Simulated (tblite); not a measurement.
anthracene (C14H10), SMILES c1ccc2cc3ccccc3cc2c1 at step 1 of a GFN2-xTB optimisation (tblite, gas phase), coordinates in Å:

```
  1 C     3.6904    0.2903   -0.3243
  2 C     3.5756   -0.9298    0.4055
  3 C     2.3496   -1.4024    0.7400
  4 C     1.1533   -0.7256    0.3830
  5 C    -0.1132   -1.1879    0.7136
  6 C    -1.2693   -0.5108    0.3521
  7 C    -2.5761   -0.9723    0.6807
  8 C    -3.6888   -0.2881    0.3220
  9 C    -3.5756    0.9274   -0.4102
 10 C    -2.3501    1.4046   -0.7425
 11 C    -1.1545    0.7203   -0.3859
 12 C     0.1115    1.1880   -0.7133
 13 C     1.2708    0.5122   -0.3531
 14 C     2.5768    0.9671   -0.6828
 15 H     4.6802    0.6611   -0.5797
 16 H     4.4757   -1.4601    0.6958
 17 H     2.2594   -2.3324    1.3005
 18 H    -0.2022   -2.1216    1.2690
 19 H    -2.6616   -1.8983    1.2410
 20 H    -4.6767   -0.6558    0.5816
 21 H    -4.4785    1.4631   -0.6888
 22 H    -2.2593    2.3328   -1.2991
 23 H     0.2048    2.1209   -1.2635
 24 H     2.6581    1.8973   -1.2420
```

Task: What are the forces on the atoms (eV/Å)?

Result: 
```
  1 C     0.37   -0.58    0.34
  2 C     0.22    0.49   -0.24
  3 C    -0.24   -0.43    0.25
  4 C     0.23    0.59   -0.31
  5 C    -0.01   -0.48    0.23
  6 C    -0.28    0.43   -0.23
  7 C     0.34   -0.30    0.19
  8 C    -0.25    0.42   -0.27
  9 C    -0.23   -0.34    0.24
 10 C     0.27    0.24   -0.18
 11 C    -0.24   -0.35    0.24
 12 C     0.12    0.36   -0.18
 13 C     0.11   -0.62    0.28
 14 C    -0.39    0.55   -0.29
 15 H    -0.23   -0.08    0.04
 16 H    -0.14    0.07   -0.06
 17 H    -0.01    0.19   -0.12
 18 H     0.01    0.20   -0.10
 19 H     0.03    0.09   -0.07
 20 H     0.17    0.06   -0.04
 21 H     0.18   -0.10    0.05
 22 H     0.02   -0.12    0.07
 23 H    -0.04   -0.12    0.05
 24 H    -0.02   -0.15    0.10
```
